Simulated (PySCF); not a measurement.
CH7F2NSi2, SMILES N[Si@@H](C[SiH2]F)F. Atoms are numbered in the order given.

```xyz
13

N      1.4703    -0.3480    -0.8925
Si     1.1349     0.4180     0.5959
F      1.7359    -0.3740     1.8938
C     -0.7210     0.4973     0.8259
Si    -1.7138     0.3030    -0.7352
F     -1.3310    -1.1489    -1.3922
H      0.8942    -1.1159    -1.2226
H      2.3960    -0.3555    -1.3031
H      1.7992     1.7474     0.6145
H     -0.9849     1.4575     1.3025
H     -1.0196    -0.2942     1.5352
H     -3.1780     0.2655    -0.4579
H     -1.4134     1.3587    -1.7403
```

The structure is a stationary point at PBE0-D3(BJ)/def2-SVP. The structure was generated by enumeration; whether it is a known compound was not checked. The values are those of a single conformer.

Method: PBE/def2-TZVP in PySCF.

Atomic charges (e):

```json
[
 {"atom": "N1", "Löwdin": "-0.22", "IAO": "-0.84"},
 {"atom": "Si2", "Löwdin": "0.02", "IAO": "1.26"},
 {"atom": "F3", "Löwdin": "0.00", "IAO": "-0.53"},
 {"atom": "C4", "Löwdin": "-0.49", "IAO": "-0.91"},
 {"atom": "Si5", "Löwdin": "0.16", "IAO": "1.05"},
 {"atom": "F6", "Löwdin": "-0.02", "IAO": "-0.53"},
 {"atom": "H7", "Löwdin": "0.16", "IAO": "0.28"},
 {"atom": "H8", "Löwdin": "0.16", "IAO": "0.28"},
 {"atom": "H9", "Löwdin": "-0.04", "IAO": "-0.16"},
 {"atom": "H10", "Löwdin": "0.16", "IAO": "0.19"},
 {"atom": "H11", "Löwdin": "0.17", "IAO": "0.18"},
 {"atom": "H12", "Löwdin": "-0.04", "IAO": "-0.14"},
 {"atom": "H13", "Löwdin": "-0.03", "IAO": "-0.14"}
]
```

Computed Mayer and Wiberg (Löwdin basis) orders of the bonds:
```
bond     Mayer  Wiberg
-------  -----  ------
N1–Si2    1.23    1.58
Si2–F3    1.13    1.68
Si2–C4    0.98    1.13
C4–Si5    1.02    1.22
Si5–F6    1.06    1.67
N1–H7     0.89    0.93
N1–H8     0.92    0.95
Si2–H9    0.93    0.90
C4–H10    0.90    0.82
C4–H11    0.90    0.82
Si5–H12   0.93    0.93
Si5–H13   0.93    0.93
```
